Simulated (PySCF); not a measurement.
Bi(Me)3 (C₃H₉Bi), SMILES [CH3][Bi]([CH3])[CH3]. The structure is a stationary point at PBE-D3(BJ)/def2-SVP. The isomer is the one that the SMILES or the coordinates give; other isomers of the formula were not compared. The def2 effective core potentials stand for the cores of Bi; spin–orbit coupling is left out.

Computed equilibrium geometry at PBE-D3(BJ)/def2-SVP (PySCF confirms it by a frequency run) as Cartesian coordinates in Å, and its point group:
point group C3v.
```xyz
13

Bi     0.0000     0.0000     0.3283
C     -1.6622    -0.9597    -0.9420
H     -1.7258    -2.0399    -0.7089
H     -1.4194    -0.8195    -2.0124
H     -2.6295    -0.4746    -0.7089
C      0.0000     1.9193    -0.9420
H      0.0000     1.6390    -2.0124
H      0.9037     2.5145    -0.7089
H     -0.9037     2.5145    -0.7089
C      1.6622    -0.9597    -0.9420
H      1.4194    -0.8195    -2.0124
H      1.7258    -2.0399    -0.7089
H      2.6295    -0.4746    -0.7089
```
